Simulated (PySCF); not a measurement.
# Where the electron goes

Species: C6H7NO2.
SMILES with atom numbers: `[CH3:1][CH2:2][C@@H:3]1[O:4][C:5](=[O:6])[C@@H:7]1[C:8]#[N:9]` (hydrogens: H10, H11, H12 on C1; H13, H14 on C2; H15 on C3; H16 on C7)

Geometry (GFN2-xTB, Å), atoms numbered from 1 in this order:
```
atom  x, y, z in Å
C1     1.8021    0.5031    0.7915
C2     1.0802    0.2309   -0.5228
C3    -0.0025   -0.8183   -0.3508
O4    -0.7050   -1.1072   -1.5847
C5    -1.8969   -0.7309   -1.0881
O6    -2.9695   -0.7154   -1.5867
C7    -1.3382   -0.3839    0.3056
C8    -1.4721    0.9871    0.6976
N9    -1.5744    2.0859    0.9950
H10    2.2515   -0.4083    1.1799
H11    2.5886    1.2351    0.6343
H12    1.1133    0.8989    1.5339
H13    0.6345    1.1523   -0.9036
H14    1.7850   -0.1379   -1.2706
H15    0.4084   -1.7445    0.0626
H16   -1.7126   -1.0379    1.0953
```

The calculation used TDDFT PBE0/def2-SVPD, vertical, gas phase, core orbitals frozen in the response (PySCF 2.14.0, density-fitted response routines).

Kohn–Sham orbitals with the atoms that hold most of them (Löwdin shares over 4%, at most four atoms; ? is withheld):

```json
{"orbital": "LUMO+2", "ε (eV)": "0.34", "atoms": "N9 18%, C8 16%, C5 16%, C7 11%"}
{"orbital": "LUMO+1", "ε (eV)": "-0.24", "atoms": "N9 25%, C8 21%, C7 12%, C3 10%"}
{"orbital": "LUMO", "ε (eV)": "-0.77", "atoms": "?"}
{"orbital": "HOMO", "ε (eV)": "-8.79", "atoms": "?"}
{"orbital": "HOMO-1", "ε (eV)": "-9.51", "atoms": "O4 36%, O6 24%, C3 11%, C2 9%"}
{"orbital": "HOMO-2", "ε (eV)": "-9.91", "atoms": "N9 30%, C8 21%, C7 10%, C3 9%"}
{"orbital": "HOMO-3", "ε (eV)": "-10.24", "atoms": "N9 27%, C8 21%, O6 12%, C2 9%"}
```

Which atoms hold the HOMO, and with what shares?

O6 (bonded to C) 49%; C7 (bonded to 3 C and H) 12%; C5 (bonded to C and 2 O) 10%; O4 (bonded to 2 C) 10%. By element: oxygen 59%, carbon 22% or more.

Give the leading atoms of the LUMO.

C5 (bonded to C and 2 O) 29%; O6 (bonded to C) 24%; O4 (bonded to 2 C) 14%; C7 (bonded to 3 C and H) 11%. By element: carbon 40% or more, oxygen 38%.

The HOMO–LUMO gap is 8.03 eV. Where does the response calculation put the lowest singlet, and from which orbitals?

S1 is at 5.90 eV (f = 0.0024), 2.12 eV below the gap, made of HOMO→LUMO (90%). 

Give energy, strength and leading configuration of S1, S2 and S6, and follow the Löwdin shares of the leading atoms from the occupied to the empty orbital.

- S1 (5.90 eV, f 0.0024), HOMO→LUMO (90%): O6 49% → 24%, C7 12% → 11%, C5 10% → 29%
- S2 (7.14 eV, f 0.014), HOMO→LUMO+1 (80%): O6 49% → at most 11%, C7 12% → 12%, N9 at most 10% → 25%, C8 at most 10% → 21%
- S6 (8.02 eV, f 0.0048), HOMO-1→LUMO+1 (89%): O4 36% → at most 11%, O6 24% → at most 11%, N9 at most 10% → 25%, C8 at most 10% → 21%

One conformer stands for the species.
